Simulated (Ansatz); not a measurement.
This geometry of C$_{2}$H$_{5}$O$_{2}$Sb (10 atoms, charge 0, multiplicity 1) is a first-order saddle point.

Method: RKS BHLYP-D4/def2-SVP in Ansatz.

```xyz
10
Properties=species:S:1:pos:R:3
C -0.095 -0.162 1.270
C 0.220 -0.686 0.083
O 0.920 -1.831 -0.042
Sb -0.245 0.401 -1.908
O -0.804 2.055 -0.949
H 0.329 -0.579 2.177
H -0.776 0.678 1.324
H 1.582 -1.733 -0.725
H -1.002 -0.684 -0.670
H -0.046 2.490 -0.557
```

**Question.** Which two structures does it join? (They come from a converged band through this point; their orientation in space is the band's.)

**Answer.** Bonds broken: Sb4–H9. Bonds formed: C1–Sb4, C2–H9.

Initial state:

```xyz
10
Properties=species:S:1:pos:R:3
C 0.050 -0.178 1.400
C 0.422 -0.683 0.233
O 1.082 -1.866 0.149
Sb -0.071 0.353 -1.613
O -0.885 1.921 -0.708
H 0.309 -0.681 2.327
H -0.534 0.734 1.432
H 1.605 -1.916 -0.647
H -1.575 -0.424 -1.801
H -0.320 2.690 -0.768
```

Final state:

```xyz
10
Properties=species:S:1:pos:R:3
C -0.624 -0.103 1.074
C -0.170 -0.809 -0.117
O 1.180 -0.737 -0.373
Sb -1.299 1.056 -0.685
O 0.416 2.059 -0.809
H 0.134 0.440 1.634
H -1.401 -0.566 1.674
H 1.349 -1.063 -1.255
H -0.643 -1.760 -0.360
H 1.142 1.432 -0.779
```

**Question.** How far does it lie above each of them?

**Answer.** 1.63 eV above the first and 1.85 eV above the second. This is the barrier of this one path; another mechanism may lie lower. The orbitals stay closed-shell, which can raise the energy where a bond breaks towards radicals; this wasn't checked here.

The run took 14 min on 2 threads of Arm Neoverse V1, on a shared host, peak memory 0.29 GiB.
